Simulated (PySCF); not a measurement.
Species: [SbCl6]- (charge -1).
Bonds: Sb1–Cl2, Sb1–Cl3, Sb1–Cl4, Sb1–Cl5, Sb1–Cl6, Sb1–Cl7.

Method: PySCF 2.14.0, PBE0-D3(BJ)/def2-SVP geometry optimisation, gas phase, def2 core potentials past Kr; density fitting, grid level 1; the optimiser is geomeTRIC in internal coordinates, started from a GFN2-xTB structure with every atom displaced at random (about 0.03 Å).

Step 0: E = -81632.9959 eV
```
atom  x, y, z in Å  |  force x, y, z in eV/Å
Sb1     0.0620   -0.0798    0.0136   -0.698   1.883  -0.654
Cl2    -0.0389   -0.0232    2.4139    0.144  -0.086  -0.158
Cl3    -0.0391    0.0069   -2.4446    0.246  -0.121   0.648
Cl4     2.5191    0.0168    0.0102   -0.782  -0.118   0.007
Cl5    -2.4280   -0.0257   -0.0536    0.825  -0.121   0.112
Cl6    -0.0192    2.4307    0.0033    0.154  -0.980   0.036
Cl7     0.0360   -2.4278   -0.0113    0.113  -0.457   0.008
```

Step 1: E = -81633.1805 eV
```
atom  x, y, z in Å  |  force x, y, z in eV/Å
Sb1     0.0324   -0.0403    0.0019   -0.396   0.399  -0.176
Cl2    -0.0295   -0.0131    2.3890    0.072  -0.082   0.137
Cl3    -0.0063    0.0153   -2.3913    0.107  -0.101  -0.135
Cl4     2.4101    0.0355   -0.0102    0.239  -0.125   0.047
Cl5    -2.3680   -0.0341   -0.0500   -0.068  -0.058   0.079
Cl6     0.0137    2.3591    0.0041   -0.016   0.106   0.035
Cl7     0.0394   -2.4245   -0.0120    0.060  -0.140   0.013
```

**Question.** Estimate the geometry and energy of step 2. (The exact step hangs on the optimiser's Hessian estimate; all steps are aligned on step 1, rigid shifts and turns removed.)

**Answer.** E = -81633.1858 eV, largest force 0.166 eV/Å
```
atom  x, y, z in Å  |  force x, y, z in eV/Å
Sb1     0.0210   -0.0155   -0.0071   -0.126   0.016  -0.044
Cl2    -0.0026   -0.0187    2.3907    0.001  -0.009   0.023
Cl3     0.0066    0.0084   -2.4067    0.076  -0.024  -0.018
Cl4     2.4141   -0.0417    0.0041    0.073   0.149  -0.009
Cl5    -2.3769   -0.0041   -0.0493   -0.057  -0.131   0.062
Cl6    -0.0517    2.3826    0.0083    0.155   0.029   0.003
Cl7     0.0815   -2.4132   -0.0086   -0.123  -0.031  -0.016
```

The energy changes by -0.0053 eV. The first-order estimate −F·Δx gives -0.0376 eV and the mean of the old and new forces, exact on a quadratic surface, -0.0058 eV. The step makes an angle of 66° with the force vector and moves no atom by more than 0.079 Å.

What follows is the cost of the whole optimisation. On one thread of an Arm Neoverse V2, no GPU, shared host, this took 71 s of wall time and 0.59 GiB of memory at its peak.
